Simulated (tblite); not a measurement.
A tight-binding relaxation on `COC1(CC(F)F)C[SiH2]C1`.

Computed with GFN2-xTB geometry optimisation, gas phase (tblite 0.8.0). Start geometry: from a force field or distance geometry. The command runs a driver script over a list of jobs; the input below is this job's line of settings and its coordinates in Å.

Command:
```bash
OMP_NUM_THREADS=1 python probes_run.py task.json out
```

Input:
```
{"job": {"kind": "relax", "xc": "GFN2-xTB", "basis": "xTB"}, "charge": 0, "multiplicity": 1}
C     -1.079300     1.668300    -1.430300
O     -0.585100     1.262900    -0.175800
C      0.138900    -0.015700    -0.069700
C     -0.895000    -1.150300    -0.037200
C     -1.845100    -1.012700     1.150500
F     -2.883800    -1.878800     0.973300
F     -1.221300    -1.383900     2.286100
C      1.261200    -0.260400    -1.154400
Si     2.518500     0.517000     0.010200
C      1.130600    -0.060900     1.154600
H     -1.552500     0.837800    -1.968800
H     -0.286300     2.101500    -2.026200
H     -1.850300     2.442200    -1.248600
H     -0.377900    -2.125500     0.047100
H     -1.472300    -1.182800    -0.958600
H     -2.255300    -0.004600     1.283500
H      1.138600     0.250600    -2.112400
H      1.469900    -1.325900    -1.356300
H      3.788700    -0.227300     0.130300
H      2.635300     1.994300    -0.136300
H      1.315300    -1.051400     1.564800
H      0.896800     0.625000     1.972500
```

Output:
```
step      E/eV     max force
  0    -930.48995    1.539
  1    -930.58709    0.881
  2    -930.66698    0.674
  3    -930.71401    0.496
  4    -930.75223    0.491
  5    -930.77504    0.327
  6    -930.79226    0.294
  7    -930.80510    0.226
  8    -930.81271    0.174
  9    -930.81772    0.161
... (183 lines left out)
193    -930.92173    0.026
194    -930.92184    0.023
195    -930.92194    0.020
196    -930.92203    0.021
197    -930.92212    0.020
198    -930.92219    0.020
199    -930.92224    0.015
200    -930.92227    0.014
201    -930.92229    0.012
202    -930.92231    0.009
```

«max force» is the largest atomic force in eV/Å.

From which step on does the largest force stay under 0.1 eV/Å, and how much energy is left to gain from there?

From step 150 (0.098 eV/Å), 13.1 meV above the end.

In short: energy lowered by 10.0 kcal/mol over 202 steps; largest atomic force 0.009 eV/Å at the end.

Where do the atoms end?

0.759 Å rms from the input after alignment:
```
atom  x, y, z in Å
C1    -1.4993    1.3914   -1.3628
O2    -0.7038    1.3212   -0.2023
C3     0.1840    0.2224   -0.1051
C4    -0.5671   -1.1170   -0.0712
C5    -1.6286   -1.1357    1.0180
F6    -2.7010   -1.8826    0.6426
F7    -1.1668   -1.7125    2.1569
C8     1.2962    0.1914   -1.1840
Si9    2.6362   -0.0110    0.1631
C10    1.0604    0.4104    1.1523
H11   -2.3211    0.6667   -1.3419
H12   -0.9079    1.2349   -2.2702
H13   -1.9162    2.3974   -1.3782
H14    0.1442   -1.9250    0.1030
H15   -1.0636   -1.2954   -1.0273
H16   -1.9936   -0.1301    1.2756
H17    1.3557    1.1524   -1.6914
H18    1.1639   -0.5793   -1.9399
H19    3.1187   -1.3824    0.3240
H20    3.7216    0.9655    0.1689
H21    0.7701   -0.2109    1.9937
H22    1.0077    1.4476    1.4746
```

Time: 6.1 s wall. Hardware: an Intel Xeon at 2.50 GHz with one thread, shared host with 64 logical CPUs at a one-minute load of 60.
Labels such as C1 count atoms from 1, the log's own numbers from 0.
